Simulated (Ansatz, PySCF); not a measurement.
This Ansatz (a program for electronic structure) input computes a r2SCAN/def2-TZVPD energy:

Ansatz 0.2 input:
```yaml
crystal:
  periodic: [false, false, false]
  atoms:
    - {symbol: Se, position_ang: [-0.00000000, -0.00000000, -0.04223725]}
    - {symbol: H, position_ang: [0.00000000, 0.00000000, 1.43606647]}
basis:
  gaussian:
    orbitals: def2-TZVPD
hamiltonian:
  xc: {name: r2SCAN}
total_charge: -1
output: {forces: true}
```

**Question.** Write an input for the same energy in PySCF and say what it gives.

**Answer.** 
```python
from pyscf import gto, scf, dft

mol = gto.M(
    atom='''
    Se   -0.00000000   -0.00000000   -0.04223725
    H     0.00000000    0.00000000    1.43606647
    ''',
    basis='def2-tzvpd',
    charge=-1,
    spin=0,
    verbose=4,
)

mf = dft.RKS(mol, xc='r2scan').density_fit(auxbasis='def2-universal-jkfit')
mf.grids.level = 4
mf.conv_tol = 1e-9
mf.max_cycle = 100
mf.max_memory = 1500
mf.kernel()
if not mf.converged:
    mf = mf.newton()
    mf.kernel(mf.make_rdm1())
mf.analyze()
```
It gives -2402.18595 Eh, and Ansatz -2402.18527 Eh, a difference of 0.68 mEh. That is more than fitting and grids explain: the two runs ended on different electronic states or use different definitions.

Whether it binds its extra electron was not tested at this geometry.
